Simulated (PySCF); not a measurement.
A structure optimised at B3LYP-D3(BJ)/def2-TZVPD, used in a PySCF frequency run:

```
Ge
H 1 1.5860
H 1 1.5860 2 120.00
H 1 1.5860 2 120.00 3 -180.00
H 1 1.7315 2 90.00 3 -90.00
H 1 1.7315 2 90.00 5 180.00
```
Charge -1, spin multiplicity 1.

Task: Write its SMILES, formula and point group.

Result: [GeH5-], GeH₅, D3h

Task: What are its rotational constants (standard atomic weights)?

Result: 66.442, 51.323, 51.323 GHz
